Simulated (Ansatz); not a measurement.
Consider the substitution at a C–C bond: `C[CH2][In]([NH2])[Cl]` + `C=CNC` → `C=CN(C)C` + `[CH3][In]([NH2])[Cl]`.

Computed with Ansatz on PBE0-D4/def2-TZVP structures; ΔE is electronic, products minus reactants. CCSD(T)/CBS is the MP2 limit (def2-TZVPP, def2-QZVPP) plus CCSD(T) − MP2 in def2-TZVPP, frozen cores. Functionals use def2-TZVPP. def2 core potentials past Kr. For In outer-core shells are correlated without core-valence functions, which leaves a few kJ/mol of doubt a bond. One conformer a species, not always the lowest.

```tsv
level	ΔE (kcal/mol)
PBE0-D4	0.6
B2PLYP	0.5
MP2/CBS(def2)	0.6
CCSD/CBS(def2)	1.2
```

(1) What does CCSD(T)/CBS give? (Best estimate.)

Largest T1 diagnostic among the species: 0.013.

## Answers

(1) The calculation gave: +0.9 kcal/mol. The listed levels differ from it by -0.3, -0.4, -0.3, 0.3 kcal/mol.

In def2-TZVPP, CCSD(T) changes the Hartree–Fock value by −0.8 kcal/mol (the triples alone add −0.3 kcal/mol) and MP2 by −1.1 kcal/mol.
